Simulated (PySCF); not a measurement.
CH8FNOSi2. Atoms are numbered in the order given.

```xyz
14

O      2.3890     1.0943     1.4255
Si     2.0051    -0.1698     0.4067
N      0.4396    -0.0074    -0.3287
Si    -0.9901    -0.9915    -0.1900
C     -2.4698     0.2033    -0.2493
F     -2.2976     1.0093    -1.3822
H      1.7798     1.2626     2.1543
H      3.0915    -0.1374    -0.6027
H      1.9580    -1.4744     1.1274
H      0.3301     0.7582    -0.9951
H     -0.9625    -1.7305     1.1041
H     -1.1531    -1.9696    -1.3063
H     -2.5015     0.8566     0.6413
H     -3.4438    -0.3124    -0.3247
```
Charge 0, spin multiplicity 1.

Coordinates come from a B3LYP-D3(BJ)/def2-SVP optimisation. The structure was generated by enumeration, and PubChem lists no compound with its InChIKey, so it may never have been made. Other conformers were not sampled.

These are PySCF with HF/pcSseg-1 values and carry that method's errors.

GIAO shieldings, no solvent; atoms listed in one row are averaged. δ = σ(ref) − σ: ¹⁷O against H2O (σ = 333.0 ppm); ²⁹Si against TMS (σ = 393.8 ppm); ¹⁵N against NH3 (σ = 267.3 ppm); ¹³C against TMS (σ = 192.6 ppm); ¹⁹F against CFCl3 (σ = 238.5 ppm); ¹H against TMS (σ = 31.99 ppm), references at their B3LYP-D3(BJ)/def2-TZVP geometries, non-relativistic.

Q: Estimate the chemical shifts. (Estimate from the structure and the level; the computed values follow.)

A: 
```tsv
nucleus	atoms	count	δ (ppm)
¹⁷O	O1	1	39.4
²⁹Si	Si4	1	-34.8
²⁹Si	Si2	1	-35.3
¹⁵N	N3	1	20.6
¹³C	C5	1	74.8
¹⁹F	F6	1	-263.5
¹H	H12	1	4.70
¹H	H13	1	4.68
¹H	H14	1	4.56
¹H	H8, H9	2	4.52
¹H	H11	1	4.41
¹H	H7	1	2.01
¹H	H10	1	1.40
```
